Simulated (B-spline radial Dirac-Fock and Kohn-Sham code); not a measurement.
**3d5/2 photoionisation of Ge⁶⁺ near threshold**

System: Ge⁶⁺ in the configuration 1s2 2s2 2p6 3s2 3p6 3d8. The computed 3d5/2 threshold is 145.7 eV; without correlation, outer thresholds are uncertain by 1 to 2 eV. With an open shell the threshold is an average over the terms of the final ion.

These are calculated numbers from a radial finite-basis atomic code; the model is a relativistic central-field model (Hartree-Slater potential of the initial state, Latter tail, multipole expansion of the photon field, Dirac-Fock thresholds). Interchannel coupling and autoionising resonances are not included, so magnitudes near threshold are approximate.

**Question.** How do σ and β run from threshold to 400 eV kinetic energy?

**Answer.** The cross section shows no minimum in this range. It is largest at the lowest energy, 3.70 Mb. β ranges from 0.32 (at 1.5 eV) to 1.22.

```
kinetic energy (eV)  σ (Mb)     β
                1.5    3.70  0.32
                2.3    3.69  0.33
                3.7    3.66  0.34
                5.7    3.62  0.37
                9.0    3.55  0.40
               14.0    3.44  0.46
               21.9    3.27  0.53
               34.2    2.99  0.63
               53.5    2.57  0.75
               83.7    2.00  0.89
              130.9    1.36  1.02
              204.6   0.779  1.14
              319.9   0.381  1.21
```

Run: 2.0 s of CPU time on 1 thread of Neoverse-V1 (shared host), peak memory 0.38 GiB.
